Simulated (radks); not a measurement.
The argon ion Ar2+ inside a hard spherical wall (all orbitals vanish at R), configuration held at [Ne] 3s2 3p4 and not refilled when levels cross. Method: scalar-relativistic Kohn-Sham, LDA (Slater exchange, VWN5 correlation), spin-unpolarised, spherical densities, finite nucleus; Fermi nuclear charge, rms radius 3.4274 fm; computed with a radial shooting solver on a logarithmic mesh with Libxc functionals. Eigenvalues in eV, with the zero of energy where the potential of the charges vanishes at infinity; a dash marks a level that is unbound or too diffuse for the functional's potential to be trusted. A positive occupied level is held by the wall or, in an anion where self-interaction has pushed it up, behind a barrier. The pressure on the wall is -dE/dV.

| R (bohr) | E (hartree) | kinetic (hartree) | e(2s) | e(2p) | e(3s) | e(3p) | e(3d, empty) | e(4s, empty) | pressure (GPa) |
|---|---|---|---|---|---|---|---|---|---|
| free | -526.16484 | 528.593 | -325.93 | -259.95 | -50.470 | -35.499 | -14.878 | -13.125 | 0 |
| 10 | -526.16484 | 528.593 | -325.93 | -259.95 | -50.470 | -35.499 | -14.878 | -13.122 | < 0.0001 |
| 8 | -526.16484 | 528.593 | -325.93 | -259.95 | -50.470 | -35.499 | -14.876 | -13.071 | < 0.0001 |
| 6 | -526.16475 | 528.594 | -325.92 | -259.94 | -50.466 | -35.495 | -14.818 | -12.389 | 0.0156 |
| 4 | -526.14434 | 528.788 | -325.26 | -259.27 | -50.020 | -34.985 | -13.480 | -4.485 | 7.92 |
| 3.5 | -526.08902 | 529.201 | -324.04 | -258.03 | -49.182 | -34.003 | -11.784 | 3.312 | 37.5 |
| 2.5 | -525.18630 | 533.827 | -313.51 | -247.26 | -40.806 | -24.233 | 0.711 | 53.089 | 933 |
| 2 | -522.63153 | 543.476 | -297.14 | -230.38 | -23.031 | -4.531 | 21.267 | 132.36 | 5390 |
| 1.5 | -512.49396 | 573.300 | -261.72 | -193.27 | 38.028 | 58.083 | 75.070 | 345.92 | 40500 |
